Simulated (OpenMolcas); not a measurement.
# Computed levels of Pb+

```json
{
  "Program": "OpenMolcas",
  "Method": "SS-RASPT2, IPEA 0.25 Eh, imaginary shift 0.1 Eh (closed shells correlated: 5d)",
  "Basis": "ANO-RCC-VTZP [8s7p5d3f2g]",
  "Scalar Hamiltonian": "DKH2, point nucleus",
  "Active space": "3 electrons in 9 orbitals (RAS2 6s 6p; RAS3 6d, at most 2 electrons)",
  "State averaging": "2S+1 = 4 odd, 1 root (0 in the spin-orbit step); 2S+1 = 2 odd, 3 roots; 2S+1 = 4 even, 3 roots; 2S+1 = 2 even, 9 roots",
  "Spin-orbit coupling": "state interaction with AMFI integrals over the reference wave functions, term energies averaged over their components"
}
```

With spin-orbit coupling, above the lowest level:

| Configuration | Term | J | E (cm-1) | Measured (cm-1) | g | Term weight % |
| --- | --- | --- | --- | --- | --- | --- |
| 6s2 6p | 2P* | 1/2 | 0.0 | 0.0 | 0.666 | 100 |
| 6s2 6p | 2P* | 3/2 | 12470 | 14081 | 1.334 | 100 |
| 6s 6p2 | 4P | 1/2 | 59560 | 57910 | 2.603 | 92 |
| 6s 6p2 | 4P | 3/2 | 66060 | 66125 | 1.718 | 98 |
| 6s 6p2 | 4P | 5/2 | 70970 | 73906 | 1.504 | 76 |
| 6s 6p2 | 2D | 3/2 | 77970 |  | 0.834 | 94 |

Against the 4 measured excited levels shown (NIST Handbook of Basic Atomic Spectroscopic Data) the mean absolute deviation is 1600 cm-1; the largest miss in energy is 6s 6p2 4P 5/2: computed 70970, measured 73906 cm-1 (-4.0 %), and the largest in proportion 6s2 6p 2P* 3/2 (-11.4 %).

Spin-orbit coupling puts the lowest level 8315 cm-1 below the lowest spin-free term.

CASPT2 does not keep the components of a term degenerate, so their means are used; among the terms shown or strongly mixed into the levels shown the widest spread is 49 cm-1 (6s 6p2 2D). Some high roots are left out of the spin-orbit mixing, which shifts the levels that they would mix with. Active for correlation alone: 6d; no level in the range computed is led by a configuration that fills it, so any true level of that kind is missing. Spin-orbit splittings of 6p shells tend to come out small when the coupling is added on scalar orbitals. Some terms mix strongly with configurations of 6d, whose occupation reaches 0.32 (6s 6p2 2D). Computed and measured levels are paired by configuration, term and J; levels that our copy of the source lacks, or whose pairing is in doubt (as where it misses far off the trend of its configuration), stay unpaired and out of the deviations. Only configurations of the active space appear. The first state left out of the spin-orbit step lies near 100000 cm-1 above the lowest spin-free state of the reference (among the parities and spins computed), and the list stops at four fifths of that energy or lower.

The term weight is that of the spin-free term in the level, not the purity of its configuration. * marks odd parity.
